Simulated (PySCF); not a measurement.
SeI₂, SMILES I[Se]I. Heavy atoms are numbered as in [Se:1]([I:2])[I:3].

Geometry: B3LYP-D3(BJ)/def2-SVP. The def2 effective core potentials stand for the cores of I; spin–orbit coupling is left out.

All values below come from ωB97X/def2-TZVPD (PySCF).

Mulliken values depend strongly on the basis, most of all with diffuse functions as here. ESP charges are fitted to the potential on shells at 1.4 to 2.0 van der Waals radii. Atomic charges (e), one atom of each kind:

| atom | Mulliken | ESP fit |
|---|---|---|
| Se1 | 0.00 | 0.00 |
| I2 | 0.00 | 0.00 |
